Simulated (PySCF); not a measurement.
## BiCl4: adding exact exchange

Base calculation in PySCF with density fitting and no spin–orbit coupling, PBE/def2-SVP (scalar-relativistic core potentials): doublet, Td, Bi–Cl 2.522 Å (×4); wavenumbers 59 (×3), 71 (×2), 290 (×3), 294 cm⁻¹; polar-tensor charge of Bi 1.64 e, atomisation energy (no zero-point energy) 1078 kJ/mol.

Q: What changes on going to PBE0/def2-SVP (scalar-relativistic core potentials)?

A: The point group stays the same. Changes: mean bond to Bi -0.026 Å, highest wavenumber +16 cm⁻¹, lowest wavenumber -6 cm⁻¹, polar-tensor charge of Bi +0.13 e, atomisation energy (no zero-point energy) -99 kJ/mol. The new structure has Bi–Cl 2.496 Å (×4), with wavenumbers 53 (×3), 74 (×2), 305 (×3), 310 cm⁻¹. Exact exchange shortens and stiffens the bonds, the usual pattern.

Spin–orbit coupling is large for BiCl₄ and is left out. Each species is the lowest minimum found with this bonding; other isomers or fragments can lie lower.
